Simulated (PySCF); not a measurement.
A GIAO shielding run with PySCF (density fitting, non-relativistic, gas phase) on SMILES C=C[Si@H](N)P, C₂H₈NPSi:

```
$ OMP_NUM_THREADS=1 python probes_run.py task.json out

{"job": {"kind": "nmr", "xc": "wB97X-D", "basis": "pcSseg-1", "pop": false}, "charge": 0, "multiplicity": 1}
C      2.239363     0.024458    -0.311508
C      1.211193    -0.801841    -0.087509
Si    -0.459065    -0.276949     0.566283
N     -1.673469    -1.137269    -0.323975
P     -0.478664     2.005343     0.541135
H      3.204040    -0.332479    -0.689673
H      2.168487     1.102273    -0.119901
H      1.349253    -1.871456    -0.297911
H     -0.658626    -0.664115     1.997593
H     -2.618133    -1.165058     0.045256
H     -1.694398    -1.046219    -1.334702
H     -0.719625     2.074043    -0.866965
H     -1.867535     2.072344     0.872202
```

Hardware: 1 thread of an Arm Neoverse N1, shared host.

Q: How large is the calculation?

A: 56 electrons, 139 basis functions and 764 auxiliary functions.

Q: How long does it take, and how much memory does it need?

A: 22 s of wall time, with 12 SCF cycles and 6 response iterations; peak memory 0.75 GiB. Times on a shared host scatter by some tens of per cent.

Q: And these other runs on the same molecule and hardware: GIAO shielding at B3LYP/pcSseg-1; GIAO shielding at B97-D/pcSseg-1; GIAO shielding at BLYP/pcSseg-1; GIAO shielding at BP86/pcSseg-1; GIAO shielding at HF/pcSseg-1; GIAO shielding at KT2/pcSseg-1?

A: B3LYP/pcSseg-1: 139 functions, 16 s; B97-D/pcSseg-1: 139 functions, 25 s; BLYP/pcSseg-1: 139 functions, 25 s; BP86/pcSseg-1: 139 functions, 25 s; HF/pcSseg-1: 139 functions, 8.8 s; KT2/pcSseg-1: 139 functions, 26 s.
